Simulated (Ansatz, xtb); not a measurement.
# Relative energy of two isomers of FGa2H3O

Structure X: `[F][GaH][O][GaH2]`, a singlet. Structure Y: `[F][Ga]1[OH+][GaH2-]1`, a singlet. Both are isolated molecules in the gas phase, relaxed with r2SCAN-D4/def2-SVP; the shapes shown needn't be the lowest conformers.

X (Å):

```yaml
atoms:
  - { symbol: F, position_ang: [-2.1192, 0.9502, -1.0891] }
  - { symbol: Ga, position_ang: [-1.2232, 1.1434, 0.4117] }
  - { symbol: Ga, position_ang: [0.6019, -1.4695, -0.3170] }
  - { symbol: O, position_ang: [0.1633, 0.0615, 0.5051] }
  - { symbol: H, position_ang: [-1.6499, 2.2013, 1.4422] }
  - { symbol: H, position_ang: [-0.5622, -2.4575, -0.6319] }
  - { symbol: H, position_ang: [2.1301, -1.6433, -0.5496] }
```

Y (Å):

```csv
atom,x (Å),y (Å),z (Å)
F,2.2461,1.1844,-0.9832
Ga,-0.8866,0.2359,-3.5321
Ga,1.1944,1.0932,-2.3923
O,-0.5650,0.3969,-1.6150
H,-0.7197,-0.3025,-0.9627
H,-0.7117,-1.2246,-4.0454
H,-1.8248,1.3647,-4.0371
```

Task: Estimate E(Y) − E(X) at the level CCSD(T)/def2-SVP + ΔMP2/def2-TZVPP.

Result: Calculated at CCSD(T)/def2-SVP + ΔMP2/def2-TZVPP: E(Y) − E(X) = +0.301 eV, so structure X lies lower.

Level by level:

| level | geometry | E(Y) − E(X) (eV) | departure from the last row (eV) | job, with rough time for the two |
| --- | --- | --- | --- | --- |
| r2SCAN-D4/def2-SVP | r2SCAN-D4/def2-SVP | +0.169 | −0.132 | optimisation, 57 s |
| HF/def2-SVP | r2SCAN-D4/def2-SVP | +0.600 | +0.299 | part of the CCSD(T) run |
| MP2/def2-SVP | r2SCAN-D4/def2-SVP | +0.526 | +0.225 | part of the CCSD(T) run |
| CCSD(T)/def2-SVP | r2SCAN-D4/def2-SVP | +0.410 | +0.109 | single point |
| CCSD(T)/def2-SVP + ΔMP2/def2-TZVPP | r2SCAN-D4/def2-SVP | +0.301 |  | single point, 19 s |

As drawn, Y has 1 Ga–Ga, 1 O–H in place of 1 Ga–H. Structure X has no ring, Y a 3-membered ring.

None of the levels shown reverses the order. The largest departure from CCSD(T)/def2-SVP + ΔMP2/def2-TZVPP is that of HF/def2-SVP, 0.299 eV. Levels run at GFN2-xTB geometries aren't shown. The last row adds to CCSD(T) the change of the MP2 difference between the two basis sets, here −0.109 eV.

With harmonic frequencies from r2SCAN-D4/def2-SVP (ideal gas, rigid rotor, one conformer each, 298.15 K, 1 atm): on the last row, ΔE + ΔZPE = +0.383 eV. A mode under 50 cm⁻¹ makes harmonic enthalpies and free energies unreliable, so none is given.

The correlated steps freeze 20 core orbitals; the filled d shell of Ga is correlated, in a basis made for valence electrons. Codes used: Ansatz 0.2.0; the last row on 2 threads of Intel(R) Xeon(R) 6975P-C (Granite Rapids) on a shared host.
